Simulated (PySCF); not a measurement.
## AsH3: calculation against experiment

**Experimental background.**

From NIST CCCBDB Release 22 (SRD 101), experimental dipoles, for the gas: dipole moment (microwave Stark effect) 0.2 D.

How close the calculation comes is told at the end.

Compound: AsH3.
Atom-mapped SMILES: `[AsH3:1]` (hydrogens: H2, H3, H4 on As1)

Cartesian coordinates in Å at the PBE0-D3(BJ)/def2-SVP level; atoms count from 1:
```xyz
4
AsH3 angstrom
As     0.0077   -0.0009    0.6210
H     -0.1584    1.2497   -0.2358
H     -1.0043   -0.7746   -0.2174
H      1.1717   -0.4953   -0.2314
```

Runs made with PySCF (gas phase, on this PBE0-D3(BJ)/def2-SVP geometry; no spin–orbit coupling):

```
                             level                                          job  basis functions  wall time
PBE0-D3(BJ)/def2-SVP, grid level 1  geometry optimisation from a GFN2-xTB start               47      1.7 s
```

Hardware: one thread of an Intel Xeon 6975P-C, shared host.

## Comparison

**Dipole moment.** Measured: 0.2 D (NIST CCCBDB Release 22 (SRD 101), experimental dipoles).

```csv
level,computed (D),computed − measured (D)
PBE0-D3(BJ)/def2-SVP,0.50,+0.30
```

The computed dipoles belong to one fixed geometry; measured ones are averaged over vibrations unless marked μe. Magnitudes are compared, not signs.

No measured geometry was used, and the causes of the misses weren't examined.
